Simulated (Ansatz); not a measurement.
A series at Ge: from `[I][GeH]([I])[I]`, ligands are replaced one by one, each step taking up H₂ and setting free HI; n counts the steps. Ansatz, PBE0-D4/def2-TZVP geometries.

```tsv
n	molecule	HOMO energy, ωB97M-V/def2-TZVPP (eV)
0	`[I][GeH]([I])[I]`	-9.78
1	`[I][GeH2][I]`	-9.74
2	`[GeH3][I]`	-9.70
3	GeH₄	?
```

**Question.** By hand: fit a straight line y = ȳ + b (n − n̄) to the 3 given rows and predict n = 3.

**Answer.** n̄ = 1.000, ȳ = -9.740; Σ(n − n̄)(y − ȳ) = 0.080, Σ(n − n̄)² = 2.000, so b = 0.040 eV a step. Prediction: -9.740 + (0.040) × (2.000) = -9.66 eV.

**Question.** By hand: compare with the computed value, -11.91 eV, and give the steps along the whole series.

**Answer.** The line misses by -2.25 eV (computed minus predicted). Steps: 0.04, 0.04, -2.21 eV.

The steps change sign along the series, so a line is a poor guide. The highest orbital can change its character along such a series. The miss is 101.8 % of the series' range.
